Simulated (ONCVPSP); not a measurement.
**Configuration tests for As (ONCV)**

arsenic, optimised norm-conserving Vanderbilt (ONCV), made with ONCVPSP 4.0.1 (PBEsol, fully relativistic). Core [Ar], reference 3d10 4s2 4p3. Waves: 4s: rc 1.75 bohr, ncon 3, nbas 6, qcut 3.8 1/bohr, 2 projectors, debl 2.5 Ha; 4p: rc 1.80 bohr, ncon 5, nbas 8, qcut 4.5 1/bohr, 2 projectors, debl 2.4 Ha; 3d: rc 0.75 bohr, ncon 4, nbas 9, qcut 20.2 1/bohr, 2 projectors, debl 4 Ha. Local part: polynomial inside 0.50 bohr (lpopt 5, dvloc0 0 Ha). Core correction: Teter function, fcfact 4, rcfact 1.45.

Open shells are filled in proportion to 2j + 1.

Energies are relative to the spin-unpolarised reference configuration 3d10 4s2 4p3; without spin polarisation the order of configurations can differ from experiment.

Question: Give the all-electron excitation energy and the error of the potential for: 3d10 4s2 4p2; 3d10 4s2 4p1; 3d10 4s2 4p0; 3d10 4s1 4p4.

Answer:

| valence configuration | charge | ΔE all-electron (eV) | error AE − PS (meV) |
| --- | --- | --- | --- |
| 3d10 4s2 4p2 | +1 | 9.161 | -0.5 |
| 3d10 4s2 4p1 | +2 | 27.107 | -2.2 |
| 3d10 4s2 4p0 | +3 | 54.835 | -3.3 |
| 3d10 4s1 4p4 | 0 | 9.420 | -5.9 |

Note: ghosts flagged at negative energy: s at -520.5 eV, p3/2 at -90.8 eV, p1/2 at -87.6 eV; GHOST(+) flagged for s at 169.4 eV. A true bound ghost makes a file unfit for plane-wave use.
